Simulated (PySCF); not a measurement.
H4Pb, SMILES [PbH4].

Coordinates come from a PBE0-D3(BJ)/def2-TZVPD optimisation. The def2 effective core potentials stand for the cores of Pb; spin–orbit coupling is left out.

Level of theory: TDA-B3LYP/def2-TZVPD (PySCF).

Vertical excitations; the highest root listed may be one member of a degenerate set. The molecule is in vacuum. State labels are in the subgroup D2.

```json
[
 {"state": "S1", "symmetry": "B3", "energy (eV)": "7.08", "λ (nm)": "175", "f": "0.146", "main pairs": "HOMO→LUMO (degenerate set)"},
 {"state": "S2", "symmetry": "B2", "energy (eV)": "7.08", "λ (nm)": "175", "f": "0.146", "main pairs": "HOMO−1→LUMO (degenerate set)"},
 {"state": "S3", "symmetry": "B1", "energy (eV)": "7.08", "λ (nm)": "175", "f": "0.146", "main pairs": "HOMO−2→LUMO (degenerate set)"},
 {"state": "S4", "symmetry": "B1", "energy (eV)": "7.99", "λ (nm)": "155", "f": "0.000", "main pairs": "HOMO→LUMO+2, HOMO−1→LUMO+3 (degenerate set)"},
 {"state": "S5", "symmetry": "B3", "energy (eV)": "7.99", "λ (nm)": "155", "f": "0.000", "main pairs": "HOMO−1→LUMO+1, HOMO−2→LUMO+2 (degenerate set)"},
 {"state": "S6", "symmetry": "B2", "energy (eV)": "7.99", "λ (nm)": "155", "f": "0.000", "main pairs": "HOMO→LUMO+1, HOMO−2→LUMO+3 (degenerate set)"},
 {"state": "S7", "symmetry": "A", "energy (eV)": "8.19", "λ (nm)": "151", "f": "0.000", "main pairs": "HOMO→LUMO+3, HOMO−1→LUMO+2 (degenerate set)"},
 {"state": "S8", "symmetry": "A", "energy (eV)": "8.19", "λ (nm)": "151", "f": "0.000", "main pairs": "HOMO−2→LUMO+1, HOMO−1→LUMO+2 (degenerate set)"},
 {"state": "S9", "symmetry": "A", "energy (eV)": "8.51", "λ (nm)": "146", "f": "0.000", "main pairs": "HOMO−2→LUMO+1 33 %, HOMO−1→LUMO+2 33 %, HOMO→LUMO+3 33 %"},
 {"state": "S10", "symmetry": "B3", "energy (eV)": "8.74", "λ (nm)": "142", "f": "0.395", "main pairs": "HOMO−2→LUMO+2 33 %, HOMO−1→LUMO+1 33 %, HOMO→LUMO+4 17 %, HOMO→LUMO+5 11 %"},
 {"state": "T1", "symmetry": "B3", "energy (eV)": "5.93", "λ (nm)": "209", "f": "0", "main pairs": "HOMO→LUMO (degenerate set)"},
 {"state": "T2", "symmetry": "B1", "energy (eV)": "5.93", "λ (nm)": "209", "f": "0", "main pairs": "HOMO−2→LUMO (degenerate set)"},
 {"state": "T3", "symmetry": "B2", "energy (eV)": "5.93", "λ (nm)": "209", "f": "0", "main pairs": "HOMO−1→LUMO (degenerate set)"},
 {"state": "T4", "symmetry": "A", "energy (eV)": "7.29", "λ (nm)": "170", "f": "0", "main pairs": "HOMO→LUMO+3 31 %, HOMO−1→LUMO+2 31 %, HOMO−2→LUMO+1 31 %"}
]
```
Triplets are in the Tamm–Dancoff approximation.
